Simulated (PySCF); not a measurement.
Delta-SCF ions had no search for a lower state. Excitations are Tamm–Dancoff values on a coarser integration grid. The basis has no diffuse functions, so Rydberg states are missing or too high.

Z-matrix (Å, degrees):
```
C
F 1 1.3401
F 1 1.3403 2 106.64
F 1 1.3526 2 107.05 3 114.40
B 1 1.5995 2 114.73 3 -127.83
H 5 1.1817 1 118.42 2 -27.95
H 5 1.1819 6 123.58 1 176.62
```
Charge 0, spin multiplicity 1.

Problem. Predict the LUMO, S1–T1 gap (TDA), HOMO–LUMO gap, S1 excitation (TDA), T1 excitation (TDA), HOMO, vertical ionisation energy (Delta-SCF) and total energy from M06-2X/def2-TZVP (PySCF 2.14.0).

Solution. 
```yaml
LUMO: -1.84 eV
S1–T1 gap (TDA): 0.60 eV
HOMO–LUMO gap: 9.87 eV
S1 excitation (TDA): 5.68 eV
T1 excitation (TDA): 5.08 eV
HOMO: -11.70 eV
vertical ionisation energy (Delta-SCF): 13.06 eV
total_energy: -363.6904 Ha
```
